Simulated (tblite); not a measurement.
Compound: C₈H₇F (charge +1 and doublet state).
Structure used (GFN2-xTB), in Å, numbered top down from 1:
```
atom  x, y, z in Å
C1    -2.6171   -0.8415    1.3565
C2    -2.0679   -0.2801    0.4408
C3    -1.4657    0.3875   -0.6465
C4    -2.2737    0.8452   -1.6610
C5    -0.0553    0.5925   -0.7099
C6     0.8725    0.1808    0.2243
F7     0.4651   -0.4697    1.3009
C8     2.2773    0.4118    0.1087
C9     3.1608    0.0027    1.0426
H10   -3.0852   -1.3339    2.1610
H11   -3.3406    0.6916   -1.6287
H12   -1.8659    1.3650   -2.5133
H13    0.3219    1.1205   -1.5743
H14    2.6067    0.9383   -0.7755
H15    2.8435   -0.5226    1.9310
H16    4.2159    0.1882    0.9319
```

Computed values, GFN2-xTB/tblite, gas phase, harmonic and unscaled. This tight-binding method is rough: wavenumbers can miss measured ones by several per cent, in bad cases by 10 to 20. One conformer, not necessarily the lowest. Open shells enter through the occupations alone, without spin polarisation, and single modes of such species can be off by tens of per cent.

Harmonic wavenumbers (cm⁻¹): 59.0, 82.7, 112.5, 176.2, 179.9, 253.8, 277.0, 335.2, 385.6, 400.3, 477.1, 527.3, 559.2, 643.9, 650.7, 689.5, 701.5, 827.1, 828.4, 892.2, 896.7, 905.5, 957.2, 963.8, 1011.0, 1171.6, 1271.2, 1304.7, 1337.7, 1344.1, 1371.5, 1469.6, 1494.5, 1562.5, 2204.9, 3084.9, 3089.5, 3093.0, 3095.7, 3136.5, 3139.9, 3355.0.

A = 3320, B = 1037, C = 790.2 MHz; mass 122.053 u (most abundant isotopes); point group Cs, symmetry number 1; spin multiplicity 2.

Problem. What is the zero-point energy?

Solution. Half the sum of the wavenumbers: 25160 cm⁻¹ = 300.98 kJ/mol.

Problem. What is S at 500 K and 1 bar for an ideal gas of classical rigid rotors and harmonic oscillators?

Solution. Translation 179.52, rotation 128.45, vibration 194.76, spin (R ln 2) 5.76: S = 508.5 J/(mol K).

Problem. And Cp and H(500 K) − H(0)?

Solution. Cp = 221.76 J/(mol K), of which vibrations give 188.50 (their classical limit is 42 R = 349.2); H(500 K) − H(0) = 67.31 kJ/mol without the zero-point energy, 50.68 from vibrations.

Problem. Which modes carry the vibrational entropy at 500 K?

Solution. 59.0 cm⁻¹: 23.07; 82.7 cm⁻¹: 20.27; 112.5 cm⁻¹: 17.73; 176.2 cm⁻¹: 14.05; 179.9 cm⁻¹: 13.88; 253.8 cm⁻¹: 11.11 J/(mol K); the other 36 give 94.65 together.

Problem. How do the functions run with temperature in this model?

Solution. 
```tsv
T (K)	S (J/(mol K))	Cp (J/(mol K))	H − H(0) (kJ/mol)	G − H(0) (kJ/mol)	ln q(vib)
50	247.0	52.0	2.01	-10.34	0.35
100	290.3	75.2	5.20	-23.83	1.37
298.15	410.5	158.3	28.48	-93.90	6.21
373.15	448.9	185.2	41.38	-126.14	8.10
750	608.3	269.4	129.22	-326.97	17.08
1000	690.2	299.5	200.59	-489.59	22.38
```

q(vib) and H(0) count from the zero-point level.

Hindered rotation and anharmonicity are outside this model. Other conformers, if any are populated, would add a mixing term that is left out.
